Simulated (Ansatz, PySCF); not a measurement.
H2BN, triplet, geometry from GFN2-xTB (a higher spin typed on purpose: for a closed-shell molecule this is an excited state), with bond 3-1 at 1.8 times its length. Base run: CASSCF(4,4)/def2-SVP run with PySCF.

Input for PySCF:
```python
from pyscf import gto, scf, mcscf
import numpy

mol = gto.M(
    atom='''
B     0.646777   -0.222828    0.407896
N    -0.557039    0.065764   -0.094344
H     2.125516    0.444278   -1.056137
H    -0.802915    0.506008   -0.973616
''',
    basis='def2-svp',
    charge=0,
    spin=2,
    verbose=4,
)

mf = scf.ROHF(mol)
mf.kernel()
mc = mcscf.CASSCF(mf, 4, 4)
mc.fix_spin_(ss=2.0)
mc.kernel()
occ = numpy.linalg.eigvalsh(mc.fcisolver.make_rdm1(mc.ci, mc.ncas, mc.nelecas))[::-1]
ss = mc.fcisolver.spin_square(mc.ci, mc.ncas, mc.nelecas)[0]
print('natural occupations', occ.round(4), ' <S^2>', round(ss, 4))
```

Programs used: Ansatz (a program for electronic structure), PySCF; a row that names a program was run with it.

Variants of this job, named by their change:

```csv
change,ΔE vs base (kcal/mol),natural occupations,<S^2> of the state
base,0.000,1.91 1.00 1.00 0.09,2.00
solver = newton,0.000,1.91 1.00 1.00 0.09,2.00
correction = SC-NEVPT2,-132.3,1.91 1.00 1.00 0.09,2.00
"active space = 10 electrons, 9 orbitals",-46.99,2.00 1.98 1.94 1.94 1.01 1.00 0.07 0.05 0.02,2.00
"active space = 6 electrons, 8 orbitals",-33.03,1.93 1.92 1.02 0.99 0.07 0.06 0.01 0.00,2.00
"active space = 6 electrons, 7 orbitals",-30.41,1.93 1.92 1.02 0.99 0.07 0.06 0.01,2.00
"active space = 2 electrons, 3 orbitals",17.14,1.00 1.00 0.00,2.00
state_average = 2 states,6.48,-,-
orbitals = fixed (CASCI); correction = SC-NEVPT2,-134.5,1.96 1.00 1.00 0.04,2.00
"code = ansatz; correction = SC-NEVPT2, all electrons",-132.2,-,-
orbitals = fixed (CASCI),9.08,1.96 1.00 1.00 0.04,2.00
```

Active orbitals are taken around the Fermi level unless the row says otherwise; CASSCF can end in different local minima, and two programs can end on different orbitals. State-averaged rows give the lowest state.

Open shells are given as the SCF converged; they aren't shown to be the lowest states, and a large step between rows can be another state.
